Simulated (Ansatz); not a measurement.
Relaxation of FGaH₇N₃ (12 atoms, charge 0, multiplicity 1), to a largest force component of 0.03 eV/Å in at most 50 steps.

Method: Ansatz, RHF/def2-SVP.

```xyz
12
Properties=species:S:1:pos:R:3:forces:R:3
Ga -0.035 -0.109 0.065 -0.03 -0.01 0.84
N -0.089 -0.046 1.964 -0.01 0.34 -0.90
H -0.886 -0.451 2.422 0.00 -0.01 0.00
H 0.738 -0.313 2.467 0.01 0.00 0.00
N 1.574 0.027 -0.771 -0.02 -0.02 -0.03
H 1.657 0.095 -1.766 0.00 0.01 0.00
H 2.384 0.411 -0.328 0.03 0.01 0.02
N -1.570 -0.472 -0.838 0.00 -0.01 -0.01
H -2.464 -0.579 -0.403 0.00 0.01 0.01
H -1.668 -0.369 -1.828 0.00 0.01 0.00
F -0.327 2.668 0.848 0.00 -0.08 0.21
H -0.287 2.164 1.610 0.01 -0.24 -0.14
```

Question: Where does it end, and by what steps?

Answer: It converged. After 12 steps the energy has fallen by 0.149 eV; F11 moved furthest, 0.53 Å.

```
step  energy less start (eV)  largest force component (eV/Å)  accepted
   0                  0.0000                           0.902       yes
   1                 -0.0834                           0.836       yes
   2                 -0.1078                           0.414       yes
   3                 -0.1380                           0.140       yes
   4                 -0.1417                           0.072       yes
   5                 -0.1418                           0.114       yes
   6                 -0.1457                           0.074       yes
   7                 -0.1453                           0.536        no
   8                 -0.1482                           0.052       yes
   9                 -0.1486                           0.055       yes
  10                 -0.1487                           0.156       yes
  11                 -0.1492                           0.033       yes
  12                 -0.1493                           0.015       yes
```

```xyz
12
Properties=species:S:1:pos:R:3
Ga -0.022 -0.125 0.000
N -0.087 0.127 1.849
H -0.858 -0.283 2.347
H 0.753 -0.050 2.371
N 1.590 -0.035 -0.827
H 1.701 -0.015 -1.821
H 2.420 0.289 -0.373
N -1.564 -0.516 -0.873
H -2.466 -0.475 -0.441
H -1.649 -0.525 -1.870
F -0.453 2.739 1.359
H -0.339 1.895 1.720
```

Time of the run: 32 s on 2 threads of Arm Neoverse V1, on a shared host, peak memory 0.29 GiB.
